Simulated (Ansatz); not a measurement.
`OC[SiH](S)Cl` + H–F → `FC[SiH](S)Cl` + H₂O  (substitution at a C–O bond)

Calculated with Ansatz (gas phase, PBE0-D4/def2-TZVP geometries, no zero-point term in ΔE). CCSD(T)/CBS adds triple-zeta CCSD(T) − MP2 to the extrapolated MP2 energy (def2 sets, frozen cores). This one scheme is used for every species. Functionals use def2-TZVPP. B3LYP here is the variant with VWN-RPA as its local correlation; programs differ in this. Each species was taken in one conformer, which may not be the lowest.

```tsv
level	ΔE (kJ/mol)	difference from CCSD(T)/CBS
r2SCAN-D4	3.3	-6.2
PBE0-D4	8.1	-1.4
B3LYP-D4	3.8	-5.7
ωB97X-V	4.8	-4.7
ωB97M-V	5.7	-3.8
B2PLYP	4.3	-5.2
PBE	2.6	-6.9
r2SCAN	2.5	-7.0
PBE0	5.5	-4.0
MP2/def2-TZVPP	14.9	5.4
SCS-MP2/def2-TZVPP	9.8	0.3
CCSD/def2-TZVPP	8.4	-1.1
MP2/def2-QZVPP	14.5	5.0
SCS-MP2/def2-QZVPP	9.6	0.1
HF/CBS(def2)	-2.8	-12.3
MP2/CBS(def2)	14.6	5.1
CCSD(T)/CBS	9.5	0
```

Largest T1 diagnostic among the species: 0.011.

The D4 term adds +4.8 kJ/mol with B3LYP and +2.6 kJ/mol with PBE0; it sums over pairs of atoms, weighted by their polarisabilities, and B3LYP, whose exchange is more repulsive, gets the larger term. In def2-TZVPP, CCSD(T) changes the Hartree–Fock value by +12.0 kJ/mol (the triples alone add +1.4 kJ/mol) and MP2 by +17.1 kJ/mol.
